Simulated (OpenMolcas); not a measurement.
W: effect of correlating more closed shells

| Quantity | Value |
| --- | --- |
| Program | OpenMolcas |
| Basis | ANO-RCC-VDZP [7s6p4d2f1g] |
| Scalar Hamiltonian | DKH2, point nucleus |
| Active space | 4 electrons in 5 orbitals (5d) |
| State averaging | 2S+1 = 5 even, 5 roots; 2S+1 = 3 even, 45 roots; 2S+1 = 1 even, 50 roots (49 in the spin-orbit step) |
| Spin-orbit coupling | state interaction with AMFI integrals over the reference wave functions, term energies averaged over their components |

Methods on the same reference wave functions:
A. CASSCF
B. MS-CASPT2, IPEA 0.25 Eh, imaginary shift 0.1 Eh (closed shells correlated: 6s)
C. MS-CASPT2, IPEA 0.25 Eh, imaginary shift 0.1 Eh (closed shells correlated: 5s 5p 6s)

Energies in cm⁻¹ above 5d⁴ 6s² ⁵D₀, the measured ground level; measured values from NIST Handbook of Basic Atomic Spectroscopic Data.

```
                Level      A      B      C  Measured
          5d⁴ 6s² ⁵D₀    0.0    0.0    0.0       0.0
          5d⁴ 6s² ⁵D₁   1510   1842   1849      1670
          5d⁴ 6s² ⁵D₂   3324   3810   3800      3326
          5d⁴ 6s² ⁵D₃   5102   5590   5580      4830
          5d⁴ 6s² ⁵D₄   6749   7150   7150      6219
5d⁴ 6s² ³P₀(1) [62 %]  13713  11720  11640      9258
   5d⁴ 6s² ³H₄ [54 %]  14804  14780  14710          
          5d⁴ 6s² ³H₅  17469  17890  17840          
   5d⁴ 6s² ³G₃ [54 %]  17831  17070  16900          
       5d⁴ 6s² ³P₁(1)  17928  15950  15910     13307
       5d⁴ 6s² ³F₂(1)  18600  17350  17250          
          5d⁴ 6s² ³H₆  18877  19500  19500          
5d⁴ 6s² ³P₂(1) [63 %]  22320  20170  19950     19254
5d⁴ 6s² ³F₃(1) [55 %]  23017  22180  21910          
          5d⁴ 6s² ³G₅  24736  24470  24270          
   5d⁴ 6s² ³D₃ [71 %]  25539  23360  22800          
          5d⁴ 6s² ¹I₆  26541  27110  27100          
          5d⁴ 6s² ³D₁  27755  25510  24890          
5d⁴ 6s² ¹G₄(1) [52 %]  30246  28900  28660          
          5d⁴ 6s² ¹S₀  31705  27420  26880          
5d⁴ 6s² ¹D₂(1) [50 %]  32998  30390  30110          
          5d⁴ 6s² ¹F₃  35210  32380  31800          
       5d⁴ 6s² ³P₂(2)  39297  35660  35060          
       5d⁴ 6s² ³F₄(2)  40263  37380  37000
```

Deviations, from unrounded energies. A percentage is the sum of absolute deviations over the sum of measured energies, with the sign that they share, or ± where signs differ.

```json
{"Against measurement": "mean absolute deviation (cm-1)", "Levels": "7", "A": "1900", "B": "1200", "C": "1100"}
{"Against measurement": "fine structure of the ground term (%)", "Levels": "4", "A": "±6.0", "B": "+14.7", "C": "+14.5"}
{"Against measurement": "other terms of the ground configuration (%)", "Levels": "3", "A": "+29.0", "B": "+14.4", "C": "+13.6"}
```

B, C lie about equally close to measurement and A furthest from it. The largest miss of C in the table is 5d⁴ 6s² ³P₁(1), by +2600 cm-1. The ranking rests on the paired levels alone, and a cruder setting can come out closer through cancelling errors.

Between B and C the level of the table that moves most is 5d⁴ 6s² ³D₁, by 620 cm-1 (lowest in C, highest in B). Moves below CASPT2's spread within the term are not significant.

The mean deviations of B to C differ by less than CASPT2's widest spread within a term (780 cm-1), so their order carries little weight.

From A to B the spin-free energies of the other terms of 5d⁴ 6s² shown, above ⁵D, scale by factors of 0.78 to 1.00.

The lowest spin-free term lies below A's lowest term by 0.063 hartree in B, 0.249 hartree in C.

What an inner shell adds also hangs on whether the basis holds functions to correlate it.

Term energies are means over components that CASPT2 splits; among the terms shown or strongly mixed into the levels shown the widest spread is 780 cm-1 (5d⁴ 6s² ¹I, C). Some high roots are left out of the spin-orbit mixing, which shifts the levels that they would mix with. With the s shell closed, the reference lacks s² → p², s² → d² and s → d mixing, so excited terms can stand far too high and out of order, with CASPT2 too. The CASPT2 spread within a term exceeds the gap to the next term for 5d⁴ 6s² ³D and 5d⁴ 6s² ¹G(1), so the order of their levels is uncertain (figures for B; the like holds for C). Without dynamic correlation excited terms often stand tens of per cent too high (terms of higher spin than the ground term too low), and those without a measured partner can miss by more than the paired ones (holds for A). Some levels mix across a computed gap that differs much from the measured one, so their mixing is not that of the real levels (holds for A). Some terms miss by over 15 % even with CASPT2, which points to a basis or an active space too small for the shells correlated (holds for B; C). Computed and measured levels are paired by configuration, term and J; levels that our copy of the source lacks, or whose pairing is in doubt (as where it misses far off the trend of its configuration), stay unpaired and out of the deviations. Only configurations of the active space appear. The table leaves out levels that lie high or whose names do not pair safely across all columns.

A share in square brackets marks a mixed level and gives the weight of the term that names it, the lowest over the columns. A number in round brackets counts repeated terms of one configuration in the order of the reference energies.
